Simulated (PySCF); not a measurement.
The dipole of `COCCC(F)=C(F)F` from its density and from atomic charges.

Coordinates (GFN2-xTB, Å) and charges (e) from the PBE0/pcSseg-1 density (PySCF):

```json
{"atom": "C1", "x": "-2.267", "y": "0.961", "z": "0.144", "Mulliken": "-0.0257", "IAO": "-0.2005", "Hirshfeld": "-0.0394", "ESP-fitted": "-0.2592"}
{"atom": "O2", "x": "-1.033", "y": "0.501", "z": "-0.346", "Mulliken": "-0.5171", "IAO": "-0.3934", "Hirshfeld": "-0.1447", "ESP-fitted": "-0.2825"}
{"atom": "C3", "x": "-0.683", "y": "-0.768", "z": "0.147", "Mulliken": "+0.0444", "IAO": "-0.0428", "Hirshfeld": "+0.0029", "ESP-fitted": "+0.2817"}
{"atom": "C4", "x": "0.689", "y": "-1.142", "z": "-0.426", "Mulliken": "-0.1989", "IAO": "-0.2822", "Hirshfeld": "-0.0798", "ESP-fitted": "-0.3626"}
{"atom": "C5", "x": "1.731", "y": "-0.201", "z": "0.078", "Mulliken": "+0.0845", "IAO": "+0.1929", "Hirshfeld": "+0.0413", "ESP-fitted": "+0.0798"}
{"atom": "F6", "x": "2.004", "y": "-0.297", "z": "1.396", "Mulliken": "-0.2764", "IAO": "-0.2686", "Hirshfeld": "-0.0836", "ESP-fitted": "-0.1460"}
{"atom": "C7", "x": "2.357", "y": "0.726", "z": "-0.633", "Mulliken": "+0.5580", "IAO": "+0.5017", "Hirshfeld": "+0.1411", "ESP-fitted": "+0.2623"}
{"atom": "F8", "x": "3.264", "y": "1.578", "z": "-0.178", "Mulliken": "-0.2425", "IAO": "-0.2369", "Hirshfeld": "-0.0717", "ESP-fitted": "-0.1202"}
{"atom": "F9", "x": "2.174", "y": "0.890", "z": "-1.937", "Mulliken": "-0.2423", "IAO": "-0.2440", "Hirshfeld": "-0.0632", "ESP-fitted": "-0.1312"}
{"atom": "H10", "x": "-3.084", "y": "0.288", "z": "-0.144", "Mulliken": "+0.0883", "IAO": "+0.1206", "Hirshfeld": "+0.0365", "ESP-fitted": "+0.1017"}
{"atom": "H11", "x": "-2.430", "y": "1.941", "z": "-0.298", "Mulliken": "+0.1252", "IAO": "+0.1607", "Hirshfeld": "+0.0527", "ESP-fitted": "+0.1504"}
{"atom": "H12", "x": "-2.252", "y": "1.049", "z": "1.237", "Mulliken": "+0.0914", "IAO": "+0.1228", "Hirshfeld": "+0.0379", "ESP-fitted": "+0.1086"}
{"atom": "H13", "x": "-0.640", "y": "-0.754", "z": "1.248", "Mulliken": "+0.1104", "IAO": "+0.1211", "Hirshfeld": "+0.0311", "ESP-fitted": "+0.0232"}
{"atom": "H14", "x": "-1.427", "y": "-1.520", "z": "-0.159", "Mulliken": "+0.1070", "IAO": "+0.1182", "Hirshfeld": "+0.0364", "ESP-fitted": "+0.0067"}
{"atom": "H15", "x": "0.938", "y": "-2.158", "z": "-0.113", "Mulliken": "+0.1453", "IAO": "+0.1597", "Hirshfeld": "+0.0532", "ESP-fitted": "+0.1465"}
{"atom": "H16", "x": "0.652", "y": "-1.086", "z": "-1.513", "Mulliken": "+0.1483", "IAO": "+0.1707", "Hirshfeld": "+0.0494", "ESP-fitted": "+0.1408"}
```

What dipole does each set of charges give (1 e·Å = 4.803 D), and what does the density give?

The full density gives (-2.36, -1.60, 0.14) D, 2.86 D in size; dipole vectors point from the negative to the positive end.

```
    scheme     μx     μy     μz  size (D)  share of the full size (%)  angle to the full dipole (°)
  Mulliken  -3.64  -2.76  -0.05      4.57                         160                             5
       IAO  -3.14  -2.62   0.01      4.09                         143                             6
 Hirshfeld  -1.29  -0.80  -0.05      1.52                          53                             5
ESP-fitted  -2.38  -1.65   0.20      2.90                         102                             1
```

Which set comes closest?

Length of the difference vector: ESP-fitted 0.08 D, IAO 1.29 D, Hirshfeld 1.35 D, Mulliken 1.74 D. Closest: ESP-fitted. 

What is left for the Hirshfeld atoms' own dipoles?

The Hirshfeld atoms' densities add up to the full density, so μ = Σ q r + Σ (atomic dipoles). The atomic dipoles sum to (-2.36, -1.60, 0.14) − (-1.29, -0.80, -0.05) = (-1.07, -0.80, 0.19) D, 1.35 D in size.

With the origin at the mean of the coordinates, (0.000, 0.001, -0.094) Å, which are the largest single terms, by size, of the IAO dipole along the direction of the full one?

C7 -5.74, F8 +4.08, F9 +2.80, F6 +1.83, H10 +1.38 D; all 16 atoms together +4.07 D. The single terms depend on the origin, their sum doesn't.

Give the size of the full dipole in other units.

2.86 D = 1.124 au = 0.595 e·Å = 9.53 × 10⁻³⁰ C·m.

The structure is a single GFN2-xTB conformer in the gas phase; no vibrational or solvent corrections.

Conformer computed: `[CH3:1][O:2][CH2:3][CH2:4][C:5]([F:6])=[C:7]([F:8])[F:9]`: C1–O2–C3–C4 -179°, O2–C3–C4–C5 64°, C3–C4–C5–F6 68°.
